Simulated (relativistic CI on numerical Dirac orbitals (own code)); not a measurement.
## What each ingredient does to the levels of Pb⁴⁺

Base calculation: Dirac-Coulomb-Breit CI, KLI orbitals optimised for each configuration, model QED, valence Slater integrals scaled by 0.85, P86 correlation energy added to each configuration.

Configurations in the expansion (outside the closed core [Xe] 4f14): 5d¹⁰, 5d⁹6s, 5d⁹5f, 5d⁹6p, 5d⁹7s, 5d⁹6d, 5d⁹7p, 5d⁹7d, 5d⁹8s, 5d⁹6f, 5d⁹8p, 5d⁹5g, 5d⁹8d, 5d⁹7f. Double excitations out of closed p, d and f shells are left out; levels of such configurations are missing from the list, as are those of other unlisted configurations, and high levels can miss mixing partners.

Variants: (1) self-excluded LDA correlation estimate; (2) valence Slater integrals scaled by 0.75; (3) non-relativistic limit. Shifts of the energy above 5d¹⁰ ¹S0, in cm⁻¹, for the lowest level and the first level of each name with at least 55 % of one term (blank where a level changes its place among those of its configuration and J or its character, or is not in the variant):

| Level | Base | Δ(1) | Δ(2) | Δ(3) | Measured |
| --- | --- | --- | --- | --- | --- |
| 5d¹⁰ ¹S0 | 0.0 | 0.0 | 0.0 | 0.0 | 0.0 |
| 5d⁹6s ³D3 | 117842.8 | -615.7 | +286.2 | +69074.7 |  |
| 5d⁹6s ³D2 | 122120.3 | -614.1 | -148.3 | +64797.2 |  |
| 5d⁹6s ³D1 | 138955.8 | -615.8 | +229.8 | +47961.8 | 132711.0 |
| 5d⁹6s ¹D2 | 142870.8 | -613.7 | -331.2 | +49433.9 | 135997.0 |
| 5d⁹6p ³P°2 | 202153.3 | -652.8 | +751.7 | +49031.4 | 194803.0 |
| 5d⁹6p ³F°2 | 223466.0 | -653.3 | +587.4 | +31497.5 | 217069.0 |
| 5d⁹6p ³P°1 | 225549.3 | -652.7 | +438.9 | +25635.4 | 219488.0 |
| 5d⁹6p ³F°4 | 226368.0 | -654.6 | +226.8 | +28595.5 | 221069.0 |
| 5d⁹6p ¹D°2 | 230325.0 | -652.5 | -317.1 | +31513.3 | 223909.0 |
| 5d⁹6p ³D°3 | 232513.9 | -652.7 | -527.1 |  | 226511.0 |
| 5d⁹6p ¹P°1 | 233731.3 | -638.3 | -570.8 |  | 227835.0 |
| 5d⁹6p ³P°0 | 243785.3 | -654.2 | +614.7 | +7399.5 | 237660.0 |
| 5d⁹6p ³D°1 | 250293.2 | -651.9 | -290.8 |  | 245277.0 |

At this charge configurations can still be misplaced by up to about 7 % of their energy. Levels and lines within the n = 5 or 6 shells can be off by up to 10 % or somewhat more, and those that change n by about 2 %, since core polarisation is missing. 18 of the 21 excited levels that our extract of the measured tables holds in this range could be paired (the sources list more); they are missed by 8128 cm⁻¹ on average and 31360 at most, and levels without a partner can miss by more. Levels that differ in their count of f electrons can be misplaced by several ten thousand cm⁻¹, since the correlation energy of f electrons is missing or only estimated; rates across such gaps can be off by orders of magnitude.

Measured levels: Moore, Atomic Energy Levels, vol. III, NSRDS-NBS 35 (1971 reprint of NBS Circular 467, 1958).

Ionisation energy from the two ground configurations alone: base 68.73 eV; self-excluded LDA correlation estimate 69.02 eV. The NIST ASD value (semi-empirical) is 68.8 eV.

LS names give the leading component of a level, which can be under half, so a name can repeat, a term be missing and a line seem to break the LS rules.
